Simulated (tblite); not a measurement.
Start geometry of `O=C(O)c1cncn1[SiH3]` from a force field or distance geometry (Å):
```
atom  x, y, z in Å
O1     1.4445   -1.5686    0.4005
C2     1.6460   -0.3632    0.0476
O3     2.9352    0.1377   -0.1166
C4     0.4767    0.4976   -0.1625
C5     0.4745    1.8178   -0.5220
N6    -0.8176    2.2387   -0.6167
C7    -1.5987    1.1884   -0.2993
N8    -0.8214    0.1239   -0.0105
Si9   -1.4161   -1.5062    0.4602
H10    3.7612   -0.4038    0.0159
H11    1.3438    2.4598   -0.7354
H12   -2.6725    1.2465   -0.2839
H13   -0.8019   -1.9534    1.7219
H14   -2.8829   -1.4313    0.6669
H15   -1.0752   -2.4760   -0.5880
```

Question: What comes out of this run: GFN2-xTB geometry optimisation, gas phase (tblite 0.8.0)?

Answer: 
```
atom  x, y, z in Å
O1     1.3011   -1.5509    0.3687
C2     1.5539   -0.3991    0.0457
O3     2.8017    0.0367   -0.1198
C4     0.5104    0.5559   -0.1747
C5     0.4369    1.8871   -0.5370
N6    -0.8556    2.2606   -0.5897
C7    -1.5461    1.1903   -0.2694
N8    -0.7823    0.1201   -0.0054
Si9   -1.2004   -1.5374    0.4697
H10    3.4291   -0.6837    0.0535
H11    1.2327    2.5705   -0.7547
H12   -2.6160    1.1614   -0.2209
H13   -0.7512   -1.7635    1.8334
H14   -2.6673   -1.3982    0.4915
H15   -0.8512   -2.4419   -0.6128
```

The energy falls by 16.6 kcal/mol over 59 L-BFGS steps, the largest force on an atom goes from 3.63 to 0.005 eV/Å, and the atoms move by 0.189 Å rms after alignment. The bond that changes most is C2–O3 (carboxylic acid carbon to acid hydroxyl oxygen), which shortens by 0.061 Å. Bonds longer at the end by more than 0.005 Å: 2 of 15; shorter: 12. Among the angles that change most is C2–O3–H10, from 123.8° to 109.9°. Among the dihedrals that turn most is C7–N8–Si9–H13, from -127° to -112°. Rotational constants go from 1824, 1446, 814.0 to 1840, 1610, 868.2 MHz. The orientation of the end geometry is arbitrary; only internal coordinates are fixed.

The run took 0.34 s of wall time on an Arm Neoverse V2 with one thread, on a shared host.

Its GFN2-xTB frequencies are all real (lowest 97 cm⁻¹). One conformer, not necessarily the lowest.

All values are computed, not measured.
